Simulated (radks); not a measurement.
The numbers below are computed, except where a source is named.
Spin polarisation of the 4p4 shell in neutral selenium. Start: [Ar] 3d10 4s2 4p(up 2, down 2); electrons of 4p are moved from spin down to spin up, other shells keep equal spins. Code: a radial shooting solver on a logarithmic mesh with Libxc functionals. Model: scalar-relativistic Kohn-Sham, PBE, spin-polarised, spherical densities, point nucleus.

| moment (Bohr magnetons) | E - E(0) (eV) | e(4p up) (eV) | e(4p down) (eV) | 4s down minus up (eV) | 3d down minus up (eV) | 3p down minus up (eV) |
|---|---|---|---|---|---|---|
| 0 | 0.000 | -6.511 | -6.511 | 0.000 | 0.000 | 0.000 |
| 0.5 | -0.047 | -6.689 | -6.316 | 0.384 | 0.049 | 0.035 |
| 1 | -0.187 | -6.849 | -6.100 | 0.770 | 0.098 | 0.070 |
| 1.5 | -0.421 | -6.992 | -5.863 | 1.159 | 0.147 | 0.105 |
| 2 | -0.751 | -7.117 | -5.605 | 1.552 | 0.196 | 0.140 |

At moment 2 the spin-polarisation energy is -0.751 eV and the 4p exchange splitting 1.512 eV, that is 0.756 eV per Bohr magneton; E = -I m^2/4 would give I = 0.751 eV.
